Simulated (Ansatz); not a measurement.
# Energy profile

The step: Si₄H₉ClO₃ ([SiH3][O][Si]([Cl])([O][SiH3])[O][SiH3]) + NH₃ → Si₃NH₈ClO₂ ([NH2][Si]([Cl])([O][SiH3])[O][SiH3]) + SiH₄O ([OH][SiH3]); bonds formed: O2–H9; dative contacts that become bonds: Si1–N10; bonds broken: Si1–O2, H9–N10 (atoms numbered as in the saddle structure below).

Si1  (0.542, 0.118, 0.839)
O2  (0.479, 0.206, -1.237)
Si3  (-0.838, 0.397, -2.207)
O4  (-1.040, 0.475, 0.798)
Si5  (-2.266, 0.717, 1.880)
O6  (1.108, -1.386, 0.693)
Si7  (1.380, -2.438, -0.550)
Cl8  (0.880, 0.360, 2.922)
H9  (1.247, 1.064, -0.844)
N10  (1.671, 1.439, 0.285)
H11  (-1.454, 1.739, -2.014)
H12  (-0.406, 0.280, -3.625)
H13  (-1.845, -0.653, -1.916)
H14  (-2.383, -0.427, 2.814)
H15  (-2.048, 1.977, 2.632)
H16  (-3.502, 0.833, 1.069)
H17  (1.774, -3.719, 0.085)
H18  (2.492, -1.961, -1.408)
H19  (0.160, -2.657, -1.364)
H20  (2.640, 1.276, 0.534)
H21  (1.409, 2.360, 0.614)
(Å)

Electronic energies by CCSD(T) at an estimated basis limit (MP2 extrapolated from triple and quadruple zeta, plus CCSD(T) − MP2 in triple zeta), on PBE0-D4/def2-TZVP structures; Si₄NH₁₂ClO₃, closed shell; no counterpoise correction. Ansatz 0.2.0; basis: def2-TZVPP and def2-QZVPP; cores frozen in the correlated methods. Extrapolation: Hartree–Fock as exp(−7.88 √X), correlation as X^−2.97.

**Question.** Give the profile in kJ/mol, counted from the separated reactants. (An estimate is asked for; the value comes from the calculation.)

**Answer.** Computed:
| point | kJ/mol |
| --- | --- |
| separated: Si₄H₉ClO₃ (linked as [SiH3][O][Si]([Cl])([O][SiH3])[O][SiH3]; Si1, O2, Si3, O4, Si5, O6, Si7, Cl8, H11, H12, H13, H14, H15, H16, H17, H18, H19; singlet) + NH₃ (H9, N10, H20, H21; singlet) | 0.0 |
| start structure | -13.9 |
| saddle | 123.6 |
| end structure | 31.4 |
| separated: Si₃NH₈ClO₂ (linked as [NH2][Si]([Cl])([O][SiH3])[O][SiH3]; Si1, O4, Si5, O6, Si7, Cl8, N10, H14, H15, H16, H17, H18, H19, H20, H21; singlet) + SiH₄O (linked as [OH][SiH3]; O2, Si3, H9, H11, H12, H13; singlet) | 66.6 |

No T1 diagnostic of these runs exceeds 0.012.

For scale, one of the runs: CCSD(T)/def2-TZVPP, 502 basis functions, launched by `ansatz run in.yaml --threads 4 --pin off --events-out ev --progress --plain --max-ram 46080MiB --backend cuda --devices 0, --max-vram 37GiB`. Hardware: 4 CPU threads of an AMD EPYC 7R13 and a share of one NVIDIA H100, shared host. Wall time 110 s; peak host memory 2.5 GiB.
